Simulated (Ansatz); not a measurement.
Born–Oppenheimer molecular dynamics of AlCl₂H₄N (8 atoms, charge 0, multiplicity 1). It starts at the highest image of a converged band. Of that band: The profile has 2 maxima (images 2, 4) with wells between them (image 3): this band takes more than one step, which may be the mechanism or a detour left from its start path. Neighbouring images differ by up to 1.6 eV, so the band resolves the path poorly. A vibrational analysis at the climbing image gives one clearly imaginary mode, 736i cm⁻¹: a first-order saddle point.

Level of theory: RKS PBE0-D4/6-31G* in Ansatz 0.2.0.

```
ensemble                      : NVE (velocity Verlet)
time step                     : 0.5 fs
steps asked                   : 200
starting velocities drawn for : 100 K
seed                          : 5265
```

First frame:

```xyz
8
Properties=species:S:1:pos:R:3
Al -0.002 0.445 -0.160
Cl -0.061 0.022 2.270
N 1.549 0.077 -0.917
H 1.689 -0.715 -1.528
H 2.427 0.526 -0.700
Cl -1.797 -0.364 -0.889
H -0.134 1.954 0.529
H -0.127 1.295 1.595
```

Task: What does the run give?

Result: The run went to its last step.

| Property | Result |
| --- | --- |
| steps done | 200 |
| time covered | 100 fs |
| mean temperature over the second half | 340 K |
| spread of the potential energy over the second half | 3.6 meV per atom |
| mean potential energy of the second half above the start | -23.2 meV per atom |

The conserved energy stayed within 0.024 meV per atom of its start (net change 0.012 meV per atom), so the integration is sound. The kinetic energy rose, since the run started high on the potential surface and went downhill. It ends in pieces (AlClH3N + ClH), so much of that is their flight and rotation, not heat. A run of 0.1 ps of so small a system gives no equilibrium averages. The orbitals stay closed-shell, which can raise the energy where a bond breaks towards radicals; this wasn't checked here.

Task: What happens to the structure?

Result: Between its relaxed ends the band would form Al1–H7, Cl2–H8 and break Al1–Cl2, H7–H8. These pairs go: Al1–H7 1.66 → 1.57 Å, Cl2–H8 1.44 → 1.28 Å, Al1–Cl2 2.47 → 3.42 Å, H7–H8 1.25 → 4.13 Å. In the last frame they stand as after the step (other bonds may differ from the relaxed reactants and products). It ends as AlClH3N + ClH. Pairs count as bonded within 1.25 times the sum of covalent radii (0.12 Å more for H–H). This is one draw of velocities; another would differ in detail.

Task: How do temperature and energy run in time?

Result: 
```json
{"time (fs)": "0", "T (K)": "100", "potential energy less start (eV)": "0.000", "conserved less start (meV/atom)": "0.00"}
{"time (fs)": "3", "T (K)": "84", "potential energy less start (eV)": "0.013", "conserved less start (meV/atom)": "0.02"}
{"time (fs)": "6", "T (K)": "65", "potential energy less start (eV)": "0.027", "conserved less start (meV/atom)": "0.02"}
{"time (fs)": "9", "T (K)": "59", "potential energy less start (eV)": "0.032", "conserved less start (meV/atom)": "0.01"}
{"time (fs)": "12", "T (K)": "61", "potential energy less start (eV)": "0.031", "conserved less start (meV/atom)": "0.02"}
{"time (fs)": "15", "T (K)": "79", "potential energy less start (eV)": "0.016", "conserved less start (meV/atom)": "0.01"}
{"time (fs)": "18", "T (K)": "100", "potential energy less start (eV)": "0.000", "conserved less start (meV/atom)": "0.00"}
{"time (fs)": "21", "T (K)": "114", "potential energy less start (eV)": "-0.010", "conserved less start (meV/atom)": "0.02"}
{"time (fs)": "24", "T (K)": "143", "potential energy less start (eV)": "-0.033", "conserved less start (meV/atom)": "0.01"}
{"time (fs)": "27", "T (K)": "184", "potential energy less start (eV)": "-0.065", "conserved less start (meV/atom)": "0.01"}
{"time (fs)": "30", "T (K)": "235", "potential energy less start (eV)": "-0.105", "conserved less start (meV/atom)": "0.02"}
{"time (fs)": "33", "T (K)": "300", "potential energy less start (eV)": "-0.155", "conserved less start (meV/atom)": "0.01"}
{"time (fs)": "36", "T (K)": "355", "potential energy less start (eV)": "-0.198", "conserved less start (meV/atom)": "0.00"}
{"time (fs)": "39", "T (K)": "389", "potential energy less start (eV)": "-0.224", "conserved less start (meV/atom)": "0.02"}
{"time (fs)": "42", "T (K)": "413", "potential energy less start (eV)": "-0.243", "conserved less start (meV/atom)": "0.00"}
{"time (fs)": "45", "T (K)": "410", "potential energy less start (eV)": "-0.240", "conserved less start (meV/atom)": "0.01"}
{"time (fs)": "48", "T (K)": "393", "potential energy less start (eV)": "-0.227", "conserved less start (meV/atom)": "0.02"}
{"time (fs)": "51", "T (K)": "387", "potential energy less start (eV)": "-0.222", "conserved less start (meV/atom)": "0.00"}
{"time (fs)": "54", "T (K)": "375", "potential energy less start (eV)": "-0.214", "conserved less start (meV/atom)": "0.01"}
{"time (fs)": "57", "T (K)": "365", "potential energy less start (eV)": "-0.205", "conserved less start (meV/atom)": "0.02"}
{"time (fs)": "60", "T (K)": "363", "potential energy less start (eV)": "-0.204", "conserved less start (meV/atom)": "0.01"}
{"time (fs)": "63", "T (K)": "356", "potential energy less start (eV)": "-0.199", "conserved less start (meV/atom)": "0.01"}
{"time (fs)": "66", "T (K)": "349", "potential energy less start (eV)": "-0.193", "conserved less start (meV/atom)": "0.02"}
{"time (fs)": "69", "T (K)": "354", "potential energy less start (eV)": "-0.197", "conserved less start (meV/atom)": "0.00"}
{"time (fs)": "72", "T (K)": "353", "potential energy less start (eV)": "-0.196", "conserved less start (meV/atom)": "0.02"}
{"time (fs)": "75", "T (K)": "356", "potential energy less start (eV)": "-0.199", "conserved less start (meV/atom)": "0.02"}
{"time (fs)": "78", "T (K)": "362", "potential energy less start (eV)": "-0.203", "conserved less start (meV/atom)": "0.00"}
{"time (fs)": "81", "T (K)": "357", "potential energy less start (eV)": "-0.199", "conserved less start (meV/atom)": "0.02"}
{"time (fs)": "84", "T (K)": "347", "potential energy less start (eV)": "-0.191", "conserved less start (meV/atom)": "0.01"}
{"time (fs)": "87", "T (K)": "334", "potential energy less start (eV)": "-0.181", "conserved less start (meV/atom)": "0.00"}
{"time (fs)": "90", "T (K)": "310", "potential energy less start (eV)": "-0.162", "conserved less start (meV/atom)": "0.02"}
{"time (fs)": "93", "T (K)": "288", "potential energy less start (eV)": "-0.146", "conserved less start (meV/atom)": "0.01"}
{"time (fs)": "96", "T (K)": "269", "potential energy less start (eV)": "-0.131", "conserved less start (meV/atom)": "0.01"}
{"time (fs)": "99", "T (K)": "244", "potential energy less start (eV)": "-0.111", "conserved less start (meV/atom)": "0.02"}
```

Run time: 10 min on 1 thread of Intel(R) Xeon(R) Platinum 8488C (Sapphire Rapids) (shared host), peak memory 0.18 GiB.
